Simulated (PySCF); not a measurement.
NICS in rings of unrelated molecules.

NICS is the negative of the GIAO shielding at a point without a nucleus: at the ring centre (0) and 1 Å above and below it (1); zz is the component along the ring normal. Level: GIAO PBE0/pcSseg-1 (PySCF, non-relativistic, gas phase) on the GFN2-xTB geometries, one conformer each. Atom numbers follow the mapped SMILES.

Question: Order these rings by mean NICS(1)zz, lowest (most negative) first (ppm).
A. ring C5–C6–P7–C9–C10 in `[F:1][C:2]([F:3])([F:4])[C:5]1=[CH:6][P@@H:7](=[S:8])[CH2:9][CH2:10]1`
B. ring N4–C5–C6–C7–N8 in `[CH3:1][CH2:2][CH2:3][N:4]1[CH2:5][CH2:6][CH:7]=[N:8]1`
C. ring C5–C6–C7–C8–C10–C11 in `[O:1]=[S:2](=[O:3])([Cl:4])[c:5]1[cH:6][cH:7][c:8]([Cl:9])[cH:10][cH:11]1`
D. ring C6–C7–C8 in `[CH2:1]=[CH:2][N:3]([CH3:4])[NH:5][CH:6]1[CH2:7][CH2:8]1`
E. ring P3–C5–C6 in `[CH2:1]=[CH:2][P@@:3]1(=[S:4])[CH2:5][C@@H:6]1[C:7]([F:8])([F:9])[F:10]`
F. ring N4–N5–C6–C7–N11 in `[CH2:1]=[CH:2][CH2:3][n:4]1[n:5][cH:6][c:7]([CH:8]2[CH2:9][CH2:10]2)[n:11]1`
G. ring C5–C6–C7–C8–P9 in `[F:1][C:2]([F:3])([F:4])[c:5]1[cH:6][cH:7][cH:8][pH:9]1`

Answer: F (-31.2), C (-26.3), D (-21.7), E (-14.7), G (-12.7), B (-3.4), A (-1.3).

```tsv
SMILES	ring	NICS(0)	NICS(1)	NICS(1)zz	HOMA	rms pucker (Å)	ring atoms with four or more neighbours
C=CCn1ncc(C2CC2)n1	5-membered ring with 3 N; formal bonds all aromatic	-12.7	-12.8	-31.2	0.98	0.00	0
O=S(=O)(Cl)c1ccc(Cl)cc1	6-membered carbocycle; formal bonds all aromatic	-9.8	-11.2	-26.3	0.99	0.00	0
C=CN(C)NC1CC1	3-membered carbocycle; formal bonds all single	-43.2	-8.8	-21.7	–	0.00	3
C=C[P@@]1(=S)C[C@@H]1C(F)(F)F	3-membered ring with P; formal bonds all single	-25.4	-6.5	-14.7	–	0.00	3
FC(F)(F)c1ccc[pH]1	5-membered ring with P; bonds drawn aromatic by RDKit's count	-4.7	-6.3	-12.7	0.13	0.04	0
CCCN1CCC=N1	5-membered ring with 2 N; formal bonds 1 double, 4 single	-3.4	-3.1	-3.4	–	0.05	2
FC(F)(F)C1=C[P@@H](=S)CC1	5-membered ring with P; formal bonds 1 double, 4 single	-3.4	-3.5	-1.3	–	0.10	3
```

NICS(0) gives another order. The isotropic NICS(1) gives another order. HOMA uses Krygowski's 1993 parameters; it is left out where a ring has a four-coordinate atom, a triple bond, no multiple bond or a kind of bond without parameters. NICS(1) and NICS(1)zz are means over the two faces.
